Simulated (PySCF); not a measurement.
Computed IR spectrum (relative IR intensity) of a molecule C₆H₈. Geometry optimised at B3LYP-D3(BJ)/def2-SVP. One conformer was computed; it need not be the lowest. Level of theory: B3LYP-D3(BJ)/def2-SVP run with PySCF 2.14.0. Harmonic, unscaled wavenumbers; measured fundamentals usually lie a few per cent lower.

```json
[
 {"ν (cm⁻¹)": "331", "relative intensity": "5.1"},
 {"ν (cm⁻¹)": "373", "relative intensity": "3.5"},
 {"ν (cm⁻¹)": "523", "relative intensity": "5.5"},
 {"ν (cm⁻¹)": "654", "relative intensity": "51"},
 {"ν (cm⁻¹)": "704", "relative intensity": "45"},
 {"ν (cm⁻¹)": "764", "relative intensity": "10"},
 {"ν (cm⁻¹)": "790", "relative intensity": "8.5"},
 {"ν (cm⁻¹)": "850", "relative intensity": "5.1"},
 {"ν (cm⁻¹)": "916", "relative intensity": "9.9"},
 {"ν (cm⁻¹)": "1026", "relative intensity": "2.1"},
 {"ν (cm⁻¹)": "1058", "relative intensity": "5.7"},
 {"ν (cm⁻¹)": "1088", "relative intensity": "11"},
 {"ν (cm⁻¹)": "1120", "relative intensity": "4.4"},
 {"ν (cm⁻¹)": "1135", "relative intensity": "2.9"},
 {"ν (cm⁻¹)": "1188", "relative intensity": "3.1"},
 {"ν (cm⁻¹)": "1358", "relative intensity": "4.1"},
 {"ν (cm⁻¹)": "1419", "relative intensity": "2.7"},
 {"ν (cm⁻¹)": "1459", "relative intensity": "8.2"},
 {"ν (cm⁻¹)": "1467", "relative intensity": "7.0"},
 {"ν (cm⁻¹)": "2223", "relative intensity": "23"},
 {"ν (cm⁻¹)": "3030", "relative intensity": "33"},
 {"ν (cm⁻¹)": "3105", "relative intensity": "25"},
 {"ν (cm⁻¹)": "3121", "relative intensity": "3.2"},
 {"ν (cm⁻¹)": "3125", "relative intensity": "13"},
 {"ν (cm⁻¹)": "3136", "relative intensity": "6.5"},
 {"ν (cm⁻¹)": "3143", "relative intensity": "27"},
 {"ν (cm⁻¹)": "3222", "relative intensity": "7.0"},
 {"ν (cm⁻¹)": "3473", "relative intensity": "100"}
]
```

Question: Which molecule gave these data?
(A) C#C[C@@H]1C[C@@H]1C
(B) C#CC/C=C/C
(C) C#CC1(C)CC1
(D) C=C[C@@H]1C=CC1

Answer: A, C#C[C@@H]1C[C@@H]1C
